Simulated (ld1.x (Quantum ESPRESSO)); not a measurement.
## u(r) = r·R(r): atom against pseudo-atom (Li)

Columns: radius, all-electron u(r) and pseudo u(r) of the 1s shell (level -51.85 eV) of lithium in the configuration 1s2 2s1 2p0; PBE, scalar-relativistic, TM scheme, ld1.x (Quantum ESPRESSO) 7.5.

| r (bohr) | all-electron | pseudo |
| --- | --- | --- |
| 0.210 | 1.0497 | 1.0406 |
| 0.420 | 1.1650 | 1.1886 |
| 0.630 | 0.9978 | 0.9978 |
| 0.840 | 0.7760 | 0.7760 |
| 1.050 | 0.5753 | 0.5753 |
| 1.260 | 0.4150 | 0.4150 |
| 1.470 | 0.2938 | 0.2938 |
| 1.680 | 0.2050 | 0.2050 |
| 1.890 | 0.1418 | 0.1418 |
| 2.100 | 0.0978 | 0.0978 |
| 2.310 | 0.0672 | 0.0672 |
| 2.520 | 0.0460 | 0.0460 |
| 2.730 | 0.0314 | 0.0314 |
| 2.940 | 0.0214 | 0.0214 |
| 3.150 | 0.0146 | 0.0146 |
| 3.360 | 0.0099 | 0.0099 |
| 3.570 | 0.0067 | 0.0067 |
| 3.780 | 0.0045 | 0.0045 |
| 3.990 | 0.0031 | 0.0031 |
| 4.200 | 0.0021 | 0.0021 |
| 4.410 | 0.0014 | 0.0014 |
| 4.620 | 0.0009 | 0.0009 |
| 4.830 | 0.0006 | 0.0006 |
| 5.040 | 0.0004 | 0.0004 |
| 5.250 | 0.0003 | 0.0003 |
| 5.460 | 0.0002 | 0.0002 |

How many radial nodes do the two functions have?

The all-electron 1s function has n − l − 1 = 0; the pseudo-wave has 0.

At about which radius was the pseudo-wave matched?

0.65 bohr, where the columns begin to agree (steps of 0.21 bohr).

Where does each function peak?

Outermost all-electron maximum near 0.42 bohr, pseudo maximum near 0.42 bohr (to the table’s step).

Is the pseudo-wave norm-conserving?

Yes: the TM scheme keeps the norm inside the radius equal to the all-electron one, which fixes the energy derivative of the logarithmic derivative at the level.
